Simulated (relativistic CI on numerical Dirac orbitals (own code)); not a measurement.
**Co³⁺ in a cubic cluster: 3s photoemission with charge transfer**

Computed with a charge-transfer multiplet model of a cubic metal-ligand cluster with up to 3 ligand holes, Slater and spin-orbit integrals from Dirac-Coulomb-Breit ions, Slater integrals scaled by 0.9. The ground state mixes d6 with configurations of k ligand holes L, whose averages lie at kΔ + k(k − 1)U_dd/2; a core hole lowers each added d electron by U_cd. 300 K, Lorentzian 1.4 eV and Gaussian 0.8 eV FWHM.

Atomic integrals in eV (Slater integrals scaled, ζ unscaled), ground: F2dd 11.345, F4dd 7.087, zeta_d 0.071; with the core hole: F2dd 12.266, F4dd 7.704, zeta_d 0.081, G2cd 12.140.

Cluster parameters (eV): Δ = 4.6, U_dd = 7, 10Dq = 1.05, 10Dq(ligand) = 0.1, V(eg) = 2.2, V(t2g) = -1.17, final-state hopping factor = 0.9.

```tsv
Case	n_d	d6	d7L	d8L2	d9L3	S
U_cd = 6.7 eV	6.18	0.83	0.17	0.01	0.00	2.00
U_cd = 7.9 eV	6.18	0.83	0.17	0.01	0.00	2.00
U_cd = 8.5 eV	6.18	0.83	0.17	0.01	0.00	2.00
U_cd = 9.7 eV	6.18	0.83	0.17	0.01	0.00	2.00
U_cd = 10.3 eV	6.18	0.83	0.17	0.01	0.00	2.00
```

Weights, n_d and S are thermal averages at 300 K. Binding energies count from the first peak over 30 % of the highest in each spectrum, which can be another peak from case to case. The parameters are a model scan and need not match a compound or its usual spin state. Peaks in eV (height, largest 100):
- U_cd = 6.7 eV: 0.0 (100), 4.8 (14), 6.6 (11), 10.6 (37), 16.9 (16)
- U_cd = 7.9 eV: 0.0 (100), 4.6 (20), 6.3 (21), 10.2 (32), 16.6 (25)
- U_cd = 8.5 eV: 0.0 (100), 4.6 (23), 6.3 (29), 10.2 (31), 16.4 (28)
- U_cd = 9.7 eV: 0.0 (100), 4.6 (27), 6.4 (52), 10.1 (35), 15.9 (29), 19.8 (21)
- U_cd = 10.3 eV: 0.0 (100), 6.4 (64), 9.8 (39), 15.7 (29), 17.2 (24), 19.9 (28)

Curve for U_cd = 7.9 eV (points under 2 left out, the grid thinned):

E (eV), Intensity and a bar:
```
     -3.2        6.1 #
     -2.6        9.0 ##
     -2.1       13.4 ####
     -1.5       24.5 #######
     -0.9       51.3 ################
     -0.4       86.6 ###########################
      0.2       95.1 ##############################
      0.8       56.1 #################
      1.3       32.4 ##########
      1.9       21.9 ######
      2.5       19.5 ######
      3.0       17.4 #####
      3.6       16.0 ####
      4.2       18.8 #####
      4.7       19.8 ######
      5.3       17.6 #####
      5.9       19.4 ######
      6.4       20.9 ######
      7.0       15.9 ####
      7.6       11.5 ###
      8.1       11.3 ###
      8.7       15.2 ####
      9.2       21.8 ######
      9.8       30.0 #########
     10.4       31.1 #########
     10.9       28.0 ########
     11.5       23.6 #######
     12.1       17.4 #####
     12.6       14.2 ####
     13.2       12.3 ###
     13.8       11.3 ###
     14.3       12.1 ###
     14.9       13.7 ####
     15.5       15.8 ####
     16.0       20.9 ######
     16.6       25.1 #######
     17.2       18.9 #####
     17.7       12.7 ###
     18.3        8.7 ##
     18.9        6.9 ##
     19.4        5.9 #
     20.0        4.3 #
     20.6        3.4 
     21.1        2.9 
     21.7        2.1
```

For the case U_cd = 8.5 eV, Δ = 4.6 eV is smaller than U_dd = 7 eV, the charge-transfer side of the Zaanen-Sawatzky-Allen scheme. With the core hole the configuration with one ligand hole lies at Δ − U_cd = -2.1, -3.3, -3.9, -5.1, -5.7 eV from the one without, in the order of the table; where this is negative the screened configuration lies lower, though the effective hopping of about 3.1 eV (from the holes of the mixed ground state) mixes the two strongly wherever it is as large as the gap.

Without intra-shell correlation the exchange splitting of the 3s hole comes out too large.
